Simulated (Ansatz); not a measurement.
Q: Name a neutral molecule of C, F, N, Si and H with size of the dipole moment (B3LYP/def2-TZVPP) between 1.90 and 2.20 D and LUMO energy (B3LYP/def2-TZVPP) between 0.45 and 0.75 eV (Ansatz, PBE0-D4/def2-TZVP geometry).

A: `C[C@@]1(F)N[Si@@H]1N` (2.14 D, 0.49 eV); `CN[SiH](N)F` (2.12 D, 0.72 eV). Other molecules can fit too; these were computed, each in one conformer that needn't be the lowest.

B3LYP here is the variant with VWN-RPA as its local correlation; programs differ in this.
